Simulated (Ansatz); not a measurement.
`C=NB(O)F` + H₂ → `OBF` + `C=N` at 700 K and 1 bar (hydrogenolysis of a B–N bond).

Program: Ansatz. Geometries: PBE0-D4/def2-TZVP. ΔE: electronic, gas phase. CCSD(T)/CBS is the MP2 limit (def2-TZVPP, def2-QZVPP) plus CCSD(T) − MP2 in def2-TZVPP, frozen cores. This one scheme is used for every species. Each species was taken in one conformer, which may not be the lowest.

```json
{"species": "`C=NB(O)F`", "CCSD(T)/CBS energy (Eh)": "-294.43506", "H − E (kJ/mol)": "199.0", "S (J/(mol·K))": "396.9"}
{"species": "H₂", "CCSD(T)/CBS energy (Eh)": "-1.17544", "H − E (kJ/mol)": "46.8", "S (J/(mol·K))": "155.3"}
{"species": "`OBF`", "CCSD(T)/CBS energy (Eh)": "-201.07426", "H − E (kJ/mol)": "116.8", "S (J/(mol·K))": "306.1"}
{"species": "`C=N`", "CCSD(T)/CBS energy (Eh)": "-94.52360", "H − E (kJ/mol)": "135.6", "S (J/(mol·K))": "268.6"}
```

H − E and S are ideal-gas, rigid-rotor, harmonic terms from PBE0-D4/def2-TZVP, for one conformer and one mirror image of each species. The MP2-based limit puts H₂ 0.8 mEh under its directly extrapolated value; such offsets cancel only in part. 1 Eh = 2625.50 kJ/mol, R = 8.31446 J/(mol·K).

**Question.** By hand: ΔE, ΔH, ΔS and ΔG.

**Answer.** ΔE = (-201.07426) + (-94.52360) − (-294.43506) − (-1.17544) = 0.01264 Eh = 33.2 kJ/mol. Δ(H − E) = 116.8 + 135.6 − 199.0 − 46.8 = 6.6, so ΔH = 39.8 kJ/mol. ΔS = 306.1 + 268.6 − 396.9 − 155.3 = 22.5 J/(mol·K). ΔG = 39.8 − 700 × (22.5)/1000 = 24.0 kJ/mol.

**Question.** By hand: the equilibrium constant, and the temperature at which ΔG would vanish if ΔH and ΔS stayed fixed.

**Answer.** log₁₀ K = −ΔG/(RT ln 10) = -1.8. ΔG = 0 at ΔH/ΔS = 1769 K.

TΔS isn't small against ΔH here. A doubt of 5 kJ/mol in ΔE shifts log₁₀ K by 0.4 here. Other conformers and mirror images would add mixing entropy, several J/(mol·K) or more a flexible species. These are equilibria of isolated gas molecules and say nothing of rates. Largest T1 diagnostic: 0.013 (customary marks: 0.02 for closed shells, 0.045 for open ones).
